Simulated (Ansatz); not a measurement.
Consider the substitution at a C–C bond: `FCC1=C[SiH2]1` + `C[SeH]` → `C[Se]CF` + `C1=C[SiH2]1`.

Isolated molecules relaxed with PBE0-D4/def2-TZVP in Ansatz; ΔE leaves out vibrations. CCSD(T)/CBS is the MP2 limit (def2-TZVPP, def2-QZVPP) plus CCSD(T) − MP2 in def2-TZVPP, frozen cores. Functionals use def2-TZVPP. B3LYP here is the variant with VWN-RPA as its local correlation; programs differ in this. HSE06 is defined as in plane-wave codes. For Se outer-core shells are correlated without core-valence functions, which leaves a few kJ/mol of doubt a bond. Scalar relativity is left out up to krypton. Each species was taken in one conformer, which may not be the lowest.

```json
{"level": "PBE-D4", "ΔE (kcal/mol)": "3.6", "difference from CCSD(T)/CBS": "0.2"}
{"level": "BLYP-D4", "ΔE (kcal/mol)": "3.2", "difference from CCSD(T)/CBS": "-0.2"}
{"level": "r2SCAN-D4", "ΔE (kcal/mol)": "3.8", "difference from CCSD(T)/CBS": "0.4"}
{"level": "B97M-V", "ΔE (kcal/mol)": "4.7", "difference from CCSD(T)/CBS": "1.3"}
{"level": "PBE0-D4", "ΔE (kcal/mol)": "4.6", "difference from CCSD(T)/CBS": "1.2"}
{"level": "B3LYP-D4", "ΔE (kcal/mol)": "4.2", "difference from CCSD(T)/CBS": "0.8"}
{"level": "r2SCANh-D4", "ΔE (kcal/mol)": "4.1", "difference from CCSD(T)/CBS": "0.7"}
{"level": "r2SCAN0-D4", "ΔE (kcal/mol)": "4.6", "difference from CCSD(T)/CBS": "1.2"}
{"level": "HSE06-D4", "ΔE (kcal/mol)": "4.6", "difference from CCSD(T)/CBS": "1.2"}
{"level": "BHLYP-D4", "ΔE (kcal/mol)": "5.1", "difference from CCSD(T)/CBS": "1.7"}
{"level": "CAM-B3LYP-D4", "ΔE (kcal/mol)": "4.9", "difference from CCSD(T)/CBS": "1.5"}
{"level": "ωB97X-V", "ΔE (kcal/mol)": "4.2", "difference from CCSD(T)/CBS": "0.8"}
{"level": "ωB97M-V", "ΔE (kcal/mol)": "4.0", "difference from CCSD(T)/CBS": "0.6"}
{"level": "B2PLYP", "ΔE (kcal/mol)": "4.0", "difference from CCSD(T)/CBS": "0.6"}
{"level": "PBE-QIDH", "ΔE (kcal/mol)": "4.6", "difference from CCSD(T)/CBS": "1.2"}
{"level": "PBE", "ΔE (kcal/mol)": "3.7", "difference from CCSD(T)/CBS": "0.3"}
{"level": "revPBE", "ΔE (kcal/mol)": "3.5", "difference from CCSD(T)/CBS": "0.1"}
{"level": "BLYP", "ΔE (kcal/mol)": "3.5", "difference from CCSD(T)/CBS": "0.1"}
{"level": "PBE0", "ΔE (kcal/mol)": "4.6", "difference from CCSD(T)/CBS": "1.2"}
{"level": "B3LYP", "ΔE (kcal/mol)": "4.4", "difference from CCSD(T)/CBS": "1.0"}
{"level": "r2SCANh", "ΔE (kcal/mol)": "4.1", "difference from CCSD(T)/CBS": "0.7"}
{"level": "r2SCAN0", "ΔE (kcal/mol)": "4.6", "difference from CCSD(T)/CBS": "1.2"}
{"level": "HSE06", "ΔE (kcal/mol)": "4.6", "difference from CCSD(T)/CBS": "1.2"}
{"level": "BHLYP", "ΔE (kcal/mol)": "5.3", "difference from CCSD(T)/CBS": "1.9"}
{"level": "CAM-B3LYP", "ΔE (kcal/mol)": "4.9", "difference from CCSD(T)/CBS": "1.5"}
{"level": "LC-ωPBE", "ΔE (kcal/mol)": "5.0", "difference from CCSD(T)/CBS": "1.6"}
{"level": "RPA@PBE/def2-TZVPP", "ΔE (kcal/mol)": "3.6", "difference from CCSD(T)/CBS": "0.2"}
{"level": "HF/def2-SVP", "ΔE (kcal/mol)": "9.3", "difference from CCSD(T)/CBS": "5.9"}
{"level": "MP2/def2-SVP", "ΔE (kcal/mol)": "7.7", "difference from CCSD(T)/CBS": "4.3"}
{"level": "CCSD/def2-SVP", "ΔE (kcal/mol)": "8.3", "difference from CCSD(T)/CBS": "4.9"}
{"level": "CCSD(T)/def2-SVP", "ΔE (kcal/mol)": "7.9", "difference from CCSD(T)/CBS": "4.5"}
{"level": "HF/def2-TZVPP", "ΔE (kcal/mol)": "6.3", "difference from CCSD(T)/CBS": "2.9"}
{"level": "MP2/def2-TZVPP", "ΔE (kcal/mol)": "3.5", "difference from CCSD(T)/CBS": "0.1"}
{"level": "CCSD/def2-TZVPP", "ΔE (kcal/mol)": "4.3", "difference from CCSD(T)/CBS": "0.9"}
{"level": "HF/def2-QZVPP", "ΔE (kcal/mol)": "6.2", "difference from CCSD(T)/CBS": "2.8"}
{"level": "MP2/def2-QZVPP", "ΔE (kcal/mol)": "3.3", "difference from CCSD(T)/CBS": "-0.1"}
{"level": "SCS-MP2/def2-QZVPP", "ΔE (kcal/mol)": "3.5", "difference from CCSD(T)/CBS": "0.1"}
{"level": "HF/CBS(def2)", "ΔE (kcal/mol)": "6.2", "difference from CCSD(T)/CBS": "2.8"}
{"level": "MP2/CBS(def2)", "ΔE (kcal/mol)": "3.1", "difference from CCSD(T)/CBS": "-0.3"}
{"level": "CCSD/CBS(def2)", "ΔE (kcal/mol)": "3.9", "difference from CCSD(T)/CBS": "0.5"}
{"level": "CCSD(T)/CBS", "ΔE (kcal/mol)": "3.4", "difference from CCSD(T)/CBS": "0"}
```

**Question.** What do rigid-rotor, harmonic-oscillator terms from PBE0-D4/def2-TZVP frequencies (298.15 K, 1 bar) make of the CCSD(T)/CBS value? (Estimate.)

**Answer.** Ansatz gave: ΔZPE = +1.1 kcal/mol, ΔH = +4.4 kcal/mol, ΔS = -11 J/(mol·K), ΔG = +5.1 kcal/mol. Modes under 50 cm⁻¹ make the entropy rough.

Largest T1 diagnostic among the species: 0.013.

In def2-TZVPP, CCSD(T) changes the Hartree–Fock value by −2.5 kcal/mol (the triples alone add −0.5 kcal/mol) and MP2 by −2.8 kcal/mol. From BLYP to BHLYP (50 % exact exchange), in def2-TZVPP and without D4, ΔE moves by +1.8 kcal/mol.

CCSD(T)/CBS has its own doubt, a few kJ/mol and more with outer-core shells, so smaller differences from it don't rank the levels.
